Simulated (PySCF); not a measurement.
Cl$_{2}$Te, charge -1, doublet, at a GFN2-xTB geometry (a state made from the parent by changing its charge; the spin is typed, not shown lowest) (core potentials on Te). Base run: PySCF with B3LYP/def2-SVP.

The PySCF input:
```python
from pyscf import gto, scf, dft

mol = gto.M(
    atom='''
Te   -0.002481    0.002450    0.128228
Cl    1.616798    1.970155   -0.202622
Cl   -1.609208   -1.977650   -0.189606
''',
    basis='def2-svp',
    ecp={'Te': 'def2-svp'},
    charge=-1,
    spin=1,
    verbose=4,
)

mf = dft.UKS(mol)
mf.xc = 'b3lyp'
mf.kernel()
mf.analyze()
```

The base run was repeated with changes; each row names its change, and settings that it needs were set with it.

```
change                                         ΔE vs base (mEh)  fitting functions        outcome
---------------------------------------------  ----------------  -----------------  -------------
base                                                      0.000                  -      converged
auxbasis = def2-universal-jkfit                          -0.028                474      converged
auxbasis = cc-pvtz-jkfit                                      -                  -  input refused
only_dfj = on; auxbasis = def2-universal-jfit            -0.241                160      converged
auxbasis = even-tempered beta=2.0                        -0.166                553      converged
auxbasis = cc-pvtz-ri                                         -                  -  input refused
auxbasis = even-tempered beta=1.6                         0.021                811      converged
auxbasis = autoaux                                        0.001                518      converged
auxbasis = def2-tzvp-ri                                       -                  -  input refused
auxbasis = def2-universal-jfit                           1585.5                160      converged
```

A fitting set is made for a task (jfit for Coulomb, jkfit for Coulomb and exchange, ri for correlation) and for a family of orbital bases.

Open shells are given as the SCF converged; they aren't shown to be the lowest states, and a large step between rows can be another state.

- auxbasis = cc-pvtz-jkfit: ended with `pyscf.lib.exceptions.BasisNotFoundError: Basis set not found for Te in cc-pvtz-jkfit`
- auxbasis = cc-pvtz-ri: ended with `pyscf.lib.exceptions.BasisNotFoundError: Basis set not found for Te in cc-pvtz-ri`
- auxbasis = def2-tzvp-ri: ended with `pyscf.lib.exceptions.BasisNotFoundError: Basis set not found for Te in def2-tzvp-ri`
